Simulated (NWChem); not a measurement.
Molecule: CH$_{6}$O$_{2}$Si; SMILES OC[SiH2]O

```xyz
10

O     -0.6133    -1.5661     0.2147
C      0.6051    -1.0530    -0.2985
Si     0.5319     0.7955     0.1294
O     -1.0493     1.2339    -0.1566
H     -0.6897    -2.4974    -0.0159
H      0.6775    -1.1788    -1.3973
H      1.4932    -1.5456     0.1439
H      1.4350     1.5990    -0.7428
H      0.9289     0.9985     1.5571
H     -1.6204     0.4632    -0.0303
```
Atoms are numbered in this order, from 1.

All runs: NWChem. Medium grid unless said otherwise, to which SCAN and Minnesota functionals are sensitive. Geometry: optimised at PBE0/def2-SVP. Hybrids' shares of exact exchange are those that their runs print; pure functionals count as 0. The functionals differ in more than this share.

```
row              share of exact exchange  orbital gap (eV)
---------------  -----------------------  ----------------
PBE/def2-SVP                        0.00              6.22
B97-D/def2-SVP                      0.00              6.46
B3LYP/def2-SVP                      0.20          withheld
PBE0/def2-SVP                       0.25              8.85
M05-2X/def2-SVP                     0.56             11.40
```

Question: Fit a straight line of the last column on the one before it, predict the withheld value, and compare with the run.

Answer: 
1. Means of the 4 shown rows: x = 0.203, y = 8.232. Slope Σ(x − x̄)(y − ȳ)/Σ(x − x̄)² = 1.928/0.2121 = 9.092; intercept 6.391.
2. The shown rows scatter about the line by 0.137 (root mean square); the largest residual is +0.19, at PBE0/def2-SVP.
3. At x = 0.20 (B3LYP/def2-SVP; inside the shown range) the line gives 8.21.
4. The run gives 8.29, +0.08 from the line, 0.6 times the scatter.
